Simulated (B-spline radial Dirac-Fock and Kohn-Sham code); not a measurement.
# Auger parameter of ytterbium: the M5 level and its strongest M5-NN line

The computed values come from a B-spline atomic structure program: multi-electron Dirac-Fock with separately optimised hole states, Breit and Lamb-shift corrections added in first order. The modified Auger parameter α′ is the binding energy plus the kinetic energy of the Auger electron; it does not depend on the energy zero. For free ions it tends to fall with charge, since less charge screens the final holes.

```
           species  configuration  binding 3d5/2 (eV)  Auger line  kinetic (eV)  α′ (eV)
                Yb  [Xe] 4f14 6s2              1527.2    N6N7 J=6        1495.8   3023.0
               Yb⁺  [Xe] 4f14 6s1              1534.5    N6N7 J=6        1487.1   3021.7
Yb⁺ (Watson 2.4 Å)  [Xe] 4f14 6s1              1528.7    N6N7 J=6        1493.1   3021.8
              Yb²⁺      [Xe] 4f14              1543.0    N6N7 J=6        1477.5   3020.6
```
